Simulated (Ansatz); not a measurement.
Species: ScF2, charge 0, multiplicity 2. The spin state was set by rule; other spins were not relaxed. SMILES of the parent species: [F][Sc][F]
Structure (B3LYP-D3(BJ)/def2-TZVP (Ansatz, a program for electronic structure) minimum search):
```
Sc
F 1 1.8367
F 1 1.8367 2 120.29
```
Charge 0, spin multiplicity 2.

Problem. Give the harmonic wavenumbers at B3LYP-D3(BJ)/def2-TZVP (Ansatz, finite differences of forces, unscaled).

Solution. 144, 654, 708 cm⁻¹. Zero-point energy 2.2 kcal/mol.

Problem. From these and the geometry, give the ideal-gas thermochemistry at 298.15 K and 1 atm (rigid rotor, harmonic oscillator).

Solution. Point group C2v, rotational symmetry number 2. Rotational constants 29.36, 5.242, 4.448 GHz. S(trans) 39.16, S(rot) 22.29, S(vib) 3.41, S(elec, spin only) 1.38, S 66.2 cal/(mol K). H(298) - H(0) 2.93 kcal/mol; G - E(el) -14.7 kcal/mol.
